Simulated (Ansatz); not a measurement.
`C[Se]CF` + `C[SeH]` → `C[Se][Se]C` + fluoromethane at 600 K and 1 bar (ligand exchange at the Se–C bond).

Calculated with Ansatz (gas phase, PBE0-D4/def2-TZVP geometries, no zero-point term in ΔE). CCSD(T)/CBS adds triple-zeta CCSD(T) − MP2 to the extrapolated MP2 energy (def2 sets, frozen cores). This one scheme is used for every species. For Se outer-core shells are correlated without core-valence functions, which leaves a few kJ/mol of doubt a bond. Scalar relativity is left out up to krypton. One conformer a species, not always the lowest.

| species | CCSD(T)/CBS energy (Eh) | H − E (kJ/mol) | S (J/(mol·K)) |
| --- | --- | --- | --- |
| `C[Se]CF` | -2579.59561 | 227.0 | 397.4 |
| `C[SeH]` | -2441.15625 | 149.5 | 312.9 |
| `C[Se][Se]C` | -4881.13983 | 256.1 | 442.1 |
| `CF` | -139.63461 | 127.6 | 254.6 |

H − E and S are ideal-gas, rigid-rotor, harmonic terms from PBE0-D4/def2-TZVP, for one conformer and one mirror image of each species. 1 Eh = 2625.50 kJ/mol, R = 8.31446 J/(mol·K).

Task: By hand: ΔE, ΔH, ΔS and ΔG.

Result: ΔE = (-4881.13983) + (-139.63461) − (-2579.59561) − (-2441.15625) = -0.02258 Eh = -59.3 kJ/mol. Δ(H − E) = 256.1 + 127.6 − 227.0 − 149.5 = 7.2, so ΔH = -52.1 kJ/mol. ΔS = 442.1 + 254.6 − 397.4 − 312.9 = -13.6 J/(mol·K). ΔG = -52.1 − 600 × (-13.6)/1000 = -43.9 kJ/mol.

Task: By hand: the equilibrium constant, and the temperature at which ΔG would vanish if ΔH and ΔS stayed fixed.

Result: log₁₀ K = −ΔG/(RT ln 10) = 3.8. ΔG = 0 at ΔH/ΔS = 3831 K, far beyond where these terms or the molecules hold.

The number of gas molecules stays the same, so ΔS is small and ΔH decides. A doubt of 5 kJ/mol in ΔE shifts log₁₀ K by 0.4 here. Other conformers and mirror images would add mixing entropy, several J/(mol·K) or more a flexible species. These are equilibria of isolated gas molecules and say nothing of rates. Largest T1 diagnostic: 0.010 (customary marks: 0.02 for closed shells, 0.045 for open ones).
